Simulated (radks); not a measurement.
Values are calculated unless marked as measured or tabulated.
The nuclear charge of neutral rhodium is varied continuously with 45 electrons held in [Kr] 4d8 5s1. Level of theory: scalar-relativistic Kohn-Sham, PBE, spin-unpolarised, spherical densities, point nucleus (a radial shooting solver on a logarithmic mesh with Libxc functionals). By the Hellmann-Feynman theorem dE/dZ = E(electron-nucleus)/Z, the electronic potential at the nucleus. The scalar-relativistic energy here is not variational (the density holds large components alone), so the two differ by a part that grows with Z.

Z     E (hartree)  E(electron-nucleus)/Z (hartree)  HOMO  e(HOMO) (eV)  <r> HOMO (bohr)
44.8  -4732.81427                         -255.038    5s        -2.949            3.461
44.9  -4758.42527                         -255.829    5s        -3.612            3.381
45    -4784.11585                         -256.619    5s        -4.300            3.306
45.1  -4809.88595                         -257.409    5s        -5.015            3.238
45.2  -4835.73553                         -258.198    5s        -5.754            3.174
45.3  -4861.66456                         -258.986    5s        -6.516            3.114
45.4  -4887.67300                         -259.775    5s        -7.301            3.059
45.5  -4913.76083                         -260.563    5s        -8.108            3.006
45.6  -4939.92803                         -261.351    5s        -8.936            2.956
45.7  -4966.17458                         -262.139    5s        -9.785            2.909
45.8  -4992.50046                         -262.926    5s       -10.655            2.865
45.9  -5018.90566                         -263.713    5s       -11.544            2.822
46    -5045.39017                         -264.501    5s       -12.453            2.782

The central difference of E at Z = 45 is -257.303 hartree, to compare with the third column; the second derivative is -7.95 hartree.
